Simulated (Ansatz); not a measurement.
Consider the redistribution: `BBC[SiH3]` + `B[SiH2]Br` → `BBBr` + `B[SiH2]C[SiH3]`.

Isolated molecules relaxed with PBE0-D4/def2-TZVP in Ansatz; ΔE leaves out vibrations. CBS: MP2 limit from def2 TZ/QZ plus the TZ coupled-cluster correction, frozen cores. Functionals use def2-TZVPP. B3LYP here is the variant with VWN-RPA as its local correlation; programs differ in this. For Br outer-core shells are correlated without core-valence functions, which leaves a few kJ/mol of doubt a bond. Scalar relativity is left out up to krypton. Each species was taken in one conformer, which may not be the lowest.

| level | ΔE (kJ/mol) | difference from CCSD(T)/CBS |
| --- | --- | --- |
| PBE-D4 | 22.6 | 2.1 |
| PBE0-D4 | 24.5 | 4.0 |
| B3LYP-D4 | 23.9 | 3.4 |
| ωB97X-V | 24.4 | 3.9 |
| ωB97M-V | 25.4 | 4.9 |
| B2PLYP | 22.4 | 1.9 |
| r2SCAN | 24.7 | 4.2 |
| B3LYP | 25.4 | 4.9 |
| HF/def2-TZVPP | 27.8 | 7.3 |
| SCS-MP2/def2-TZVPP | 18.5 | -2.0 |
| CCSD(T)/def2-TZVPP | 16.8 | -3.7 |
| MP2/def2-QZVPP | 20.3 | -0.2 |
| SCS-MP2/def2-QZVPP | 20.7 | 0.2 |
| HF/CBS(def2) | 28.4 | 7.9 |
| MP2/CBS(def2) | 21.8 | 1.3 |
| CCSD/CBS(def2) | 22.6 | 2.1 |
| CCSD(T)/CBS | 20.5 | 0 |

Largest T1 diagnostic among the species: 0.012.

In def2-TZVPP, CCSD(T) changes the Hartree–Fock value by −11.0 kJ/mol (the triples alone add −2.1 kJ/mol) and MP2 by −9.8 kJ/mol.
